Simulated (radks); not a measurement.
Problem. All-electron atom: neutral phosphorus in [Ne] 3s2 3p3. All-electron calculation, non-relativistic Kohn-Sham, exchange-only LDA, spin-polarised, spherical densities, point nucleus; open shells are filled with parallel spins first. Program: a radial shooting solver on a logarithmic mesh with Libxc functionals. Some entries of the table are withheld. Estimate them.

| orbital | occ. | eigenvalue (eV) | <r^2> (bohr^2) | <r> (bohr) |
|---|---|---|---|---|
| 1s up | 1 | -2067.188 | 0.01463 | 0.1043 |
| 1s down | 1 | -2066.845 | 0.01463 | 0.1043 |
| 2s up | 1 | -170.2985 | 0.3287 | 0.5248 |
| 2s down | 1 | -169.8658 | 0.3274 | 0.5240 |
| 2p up | 3 | -122.6361 | 0.2994 | (1) |
| 2p down | 3 | -122.1010 | 0.2976 | (2) |
| 3s up | 1 | -13.8469 | 4.227 | 1.904 |
| 3s down | 1 | -10.4501 | 4.345 | 1.922 |
| 3p up | 3 | -5.5326 | (3) | 2.368 |
| 3p down | 0 | -2.3630 | (4) | 2.584 |

Solution. 
(1) 2p up <r> (bohr): 0.4879
(2) 2p down <r> (bohr): 0.4868
(3) 3p up <r^2> (bohr^2): 6.745
(4) 3p down <r^2> (bohr^2): 8.368
